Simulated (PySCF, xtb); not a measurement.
2-chlorosilylpropan-2-ol (C₃H₉ClOSi), SMILES Cl[SiH2]C(C)(O)C.

GFN2-xTB (xtb 6.7.1) at its own geometry gives an orbital gap of 4.90 eV and a dipole moment of 1.61 D.

Geometry optimised at PBE-D3(BJ)/def2-SVP. One conformer was computed; it need not be the lowest.

Q: What does PBE/def2-TZVP (PySCF) give? (An estimate is asked for; the answer gives what the named calculation found.)

A: gap 5.14 eV (levels -6.07 and -0.93 eV), dipole 1.60 D.
